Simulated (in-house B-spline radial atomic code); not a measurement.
# The hafnium ion Hf⁴⁺: [Xe] 4f14

Level of theory: Dirac-Kohn-Sham CAM-B3LYP, spherical fractional occupations, Fermi nucleus of rms radius 5.347 fm; calculated with a B-spline radial code for spherical atoms.

Effective charges: Z_r = [3n² - l(l+1)]/(2<r>) from the radius, Z_e = n√(-2ε) from the energy, and Slater's rules. Values are occupation-weighted means over j. An effective charge above Z reflects the relativistic contraction of the inner shells.

```csv
shell,electrons,ε (eV),<r> (bohr),Z_r,Z_e,Slater
1s,2,-65337,0.01899,78.99,69.30,71.70
2s,2,-11230,0.07976,75.22,57.46,67.85
2p,6,-9930.1,0.07128,70.15,54.03,67.85
3s,2,-2603.3,0.2081,64.88,41.50,60.75
3p,6,-2208.2,0.2076,60.21,38.22,60.75
3d,10,-1710.1,0.189,55.56,33.63,50.85
4s,2,-564.84,0.4683,51.25,25.77,44.25
4p,6,-433.52,0.4966,46.31,22.58,44.25
4d,10,-255.81,0.5359,39.18,17.34,32.85
5s,2,-112.74,1.13,33.20,14.39,14.35
5p,6,-79.792,1.305,27.96,12.11,14.35
4f,14,-62.856,0.6671,26.98,8.60,21.45
```

The least bound orbital is 4f7/2 at -62.09 eV, while the most diffuse is 5p3/2 (<r> = 1.337 bohr against 0.6719 bohr): energy order and size order differ.

Spin-orbit splittings of the orbital energies (j = l + 1/2 above j = l - 1/2 when positive): 2p 1193 eV, 3p 256.4 eV, 3d 55.82 eV, 4p 58.81 eV, 4d 10.81 eV, 5p 8.318 eV, 4f 1.794 eV.

For the 1s electron the small component carries 7.33 % of the norm, the zero-frequency Breit interaction raises the level by 222.2 eV, self-energy by 137.7 eV, and vacuum polarisation lowers it by 25.28 eV.
